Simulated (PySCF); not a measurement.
A species of formula C9H13P has this rotational fingerprint, computed with PBE0/pcSseg-1 in PySCF (dipole) on a GFN2-xTB geometry, gas phase:

- Rotational constants: A = 1186, B = 621.8, C = 444.4 MHz
- Dipole components: |μa| = 0.42 D, |μb| = 1.28 D, |μc| = 1.34 D
- Inertial defect: -101.57 u·Å²
- κ: -0.52

Task: Which candidate fits, each taken in the one conformer that was computed?
A. `CC(C)(C)c1ccccp1`
B. `[CH2:1]=[CH:2][p:3]1[cH:4][cH:5][cH:6][c:7]1[CH:8]([CH3:9])[CH3:10]` with C1–C2–P3–C4 135°, C6–C7–C8–C9 26°
C. `[CH3:1][C:2]#[C:3][P:4]1[CH:5]=[C:6]([CH2:7][CH3:8])[CH2:9][CH2:10]1` with C5–C6–C7–C8 111°, C3–P4–C5–C6 85°, C5–C6–C9–C10 19°, C6–C9–C10–P4 -27°, C3–P4–C10–C9 -74°
D. `[CH3:1][CH2:2][CH2:3][PH:4][c:5]1[cH:6][cH:7][cH:8][cH:9][cH:10]1` with C1–C2–C3–P4 -178°, C2–C3–P4–C5 -166°, C3–P4–C5–C6 -80°
E. `[CH:1]#[C:2][P:3]([C:4]#[C:5][CH3:6])[CH2:7][CH2:8][CH2:9][CH3:10]` with C2–P3–C7–C8 -171°, P3–C7–C8–C9 -177°, C7–C8–C9–C10 -179°

Result: E. It is C#CP(C#CC)CCCC, an asymmetric top, point group C1. The candidates at the same level (rigid rotor, commonest isotopes):

```
          SMILES  A (MHz)  B (MHz)  C (MHz)  μa (D)  μb (D)  μc (D)  Δ (u·Å²)  point group                        rotor
    CCCPc1ccccc1     2625    511.8    499.9    0.04    0.73    1.15   -168.94           C1  near-prolate asymmetric top
 C=Cp1cccc1C(C)C     1497    947.9    725.7    0.32    0.24    1.00   -174.41           C1               asymmetric top
CC(C)(C)c1ccccp1     2056    893.5    721.5    0.12    1.50    0.01   -110.98      near Cs               asymmetric top
CC#CP1C=C(CC)CC1     1469    749.5    592.8    0.83    1.87    1.10   -165.90           C1               asymmetric top
  C#CP(C#CC)CCCC     1186    621.8    444.4    0.42    1.28    1.34   -101.57           C1               asymmetric top
```

`CC#CP1C=C(CC)CC1` has C 33 % too high; `C=Cp1cccc1C(C)C` has C 63 % too high; `CC(C)(C)c1ccccp1` has A 73 % too high; `CCCPc1ccccc1` has A 121 % too high. No structure here is proved a minimum.
